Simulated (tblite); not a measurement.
Isomers of C7H6N2S. Level: GFN2-xTB in tblite, geometry and Hessian alike; calculated harmonic values, unscaled, isolated species. Errors from tens to a few hundred cm⁻¹ against measured bands are possible. Modes of hydrogen on sulfur can be 10 to 20 % off. One conformer each.

Electronic energies: GFN2-xTB at the same geometries; isomer energies are rough at this level and their order can be wrong.

```
            SMILES  electronic energy, lowest = 0 (kJ/mol)
C=Nc1csc2cc[nH]c12                                    51.7
   N#Cc1cccc(S)c1N                                    83.5
     C#Cc1cnncc1SC                                   264.6
    Cc1cccc2snnc12                                     0.0
```

Task: How do GFN2-xTB zero-point energies change the relative energies?

Result: 
```json
{"SMILES": "Cc1cccc2snnc12", "ZPE (kJ/mol)": "301.0", "of it from modes above 1550 cm⁻¹": "128.8", "electronic (kJ/mol)": "0.0", "with ZPE, lowest = 0 (kJ/mol)": "0.0", "lowest mode (cm⁻¹)": "14i", "rings": "2"}
{"SMILES": "C=Nc1csc2cc[nH]c12", "ZPE (kJ/mol)": "298.9", "of it from modes above 1550 cm⁻¹": "123.6", "electronic (kJ/mol)": "51.7", "with ZPE, lowest = 0 (kJ/mol)": "49.5", "lowest mode (cm⁻¹)": "92", "rings": "2"}
{"SMILES": "N#Cc1cccc(S)c1N", "ZPE (kJ/mol)": "290.1", "of it from modes above 1550 cm⁻¹": "135.1", "electronic (kJ/mol)": "83.5", "with ZPE, lowest = 0 (kJ/mol)": "72.5", "lowest mode (cm⁻¹)": "83", "rings": "1"}
{"SMILES": "C#Cc1cnncc1SC", "ZPE (kJ/mol)": "288.8", "of it from modes above 1550 cm⁻¹": "125.2", "electronic (kJ/mol)": "264.6", "with ZPE, lowest = 0 (kJ/mol)": "252.4", "lowest mode (cm⁻¹)": "14", "rings": "1"}
```

The zero-point energies span 12.2 kJ/mol, from `C#Cc1cnncc1SC` to `Cc1cccc2snnc12`. Slightly imaginary modes are left out of the zero-point energy: `Cc1cccc2snnc12` 13.5i cm⁻¹. The order is unchanged.
